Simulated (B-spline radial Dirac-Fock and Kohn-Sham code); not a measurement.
## Relativistic shifts of the levels of Te¹⁰⁺

System: tellurium as Te¹⁰⁺, [Kr] 4d6.

Both columns are ΔSCF binding energies of the configuration average from a radial finite-basis atomic code: non-relativistic Hartree-Fock with a point nucleus, and Dirac-Fock with a finite nucleus and the Coulomb interaction alone, averaged over the two j levels with weights 2j+1.

```csv
shell,Hartree-Fock (eV),Dirac-Fock (eV),shift (eV),shift (%)
1s,30905.3,32127.1,+1221.80,+3.95
2s,4860.7,5162.1,+301.40,+6.20
2p,4557.9,4646.6,+88.74,+1.95
3s,1146.4,1211.3,+64.91,+5.66
3p,1019.2,1039.6,+20.43,+2.00
3d,784.7,776.4,-8.23,-1.05
4s,346.7,361.2,+14.52,+4.19
4p,298.3,302.5,+4.25,+1.43
4d,219.5,217.9,-1.55,-0.71
```

Relativity binds 1s, 2s, 2p, 3s, 3p, 4s, 4p more strongly, among those listed most of all 2s in relative terms, and 3d, 4d more weakly, because the contracted s and p shells screen the nucleus better.

Values without a named source are computed, but for edge energies of neutral atoms, which are taken from tables.
